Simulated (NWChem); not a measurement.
## Correlation energy of HSi

```
Si
H 1 1.5402
```
Charge 0, spin multiplicity 2.

The numbers come from NWChem runs, not from measurements. Structure: optimised with UPBE0/def2-SVP, a minimum by its harmonic frequencies.

Basis set: cc-pVDZ. Each correlation energy counts from its own Hartree-Fock reference.

The correlated methods keep 5 core orbitals frozen. This spin state was chosen for the runs; another may lie lower. The structure started from a generated list of species. The unpaired electrons of the parent sit in orbitals of symmetry b2 (C2v labels of the run); other states weren't searched. No SCF solution was tested for a lower state. Open-shell Hartree-Fock references start from PBE0 orbitals. Coupled-cluster values serve here as a point of comparison, not as the truth.

```tsv
method	correlation energy (mHa)
URI-MP2	-64.8
CCSD on UHF	[?]
CCSD[T] on UHF	-91.0
CCSD(T) on UHF	-91.0
UMP2	-64.9
SCS-UMP2	[?]
CCSD on ROHF	[?]
CCSD[T] on ROHF	-95.2
CCSD(T) on ROHF	-95.2
CCSDT on ROHF	-95.7
```

Task: Some entries are withheld; supply them.

Result: 
- CCSD on UHF, correlation energy (mHa): -89.3
- SCS-UMP2, correlation energy (mHa): -71.1
- CCSD on ROHF, correlation energy (mHa): -93.3
